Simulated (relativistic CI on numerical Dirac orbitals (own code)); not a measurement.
**Rh6+: 3d photoemission**

Computed with this model: Dirac-Coulomb-Breit CI, KLI orbitals optimised for each configuration, model QED (radiative potential, 1s self-energy scaled to tabulated hydrogen-like ionisation energies), valence Slater integrals scaled by 0.9, multiplet model of photoemission in the sudden approximation; configurations [Kr] 4d3 → [Ar] 3d9 4s2 4p6 4d3; 300 K; Lorentzian 0.3 eV and Gaussian 0.5 eV FWHM. Energies are those of the free ion, without screening or charge transfer. The energies are binding energies and can lie tens of eV above those of solids. S is read from ⟨S²⟩ = S(S + 1).

Field parameters in Wybourne normalisation: D3d B²₀ = −7Dσ, B⁴₀ = −14Dq − 21Dτ, B⁴₃ = −14√(10/7) Dq. The field is a parameter set, without covalency.

free ion: ground-state S = 1.48, centroid 418.29 eV. Peaks (eV, height): 415.3 (100), 416.1 (94), 418.1 (11), 420.5 (73), 431.8 (10).

D3d, 10Dq = 20650, Dσ = -1200, Dτ = 250 cm⁻¹: ground-state S = 1.49, centroid 418.37 eV. Peaks (eV, height): 415.6 (100), 417.8 (9), 420.7 (63).

Strongest unbroadened transitions for D3d, 10Dq = 20650, Dσ = -1200, Dτ = 250 cm⁻¹:

```
Energy (eV)  Relative strength
     415.32               78.4
     415.38               50.9
     415.43               44.6
     415.46              100.0
     415.50               35.7
     415.51               69.4
     415.55               43.1
     415.75               34.8
     415.76               69.4
     415.87               46.4
     415.88               76.3
     416.20               97.6
     416.21               35.3
     416.26               51.5
     416.44               59.1
     416.49               35.8
     420.59               36.7
     420.77               40.4
```
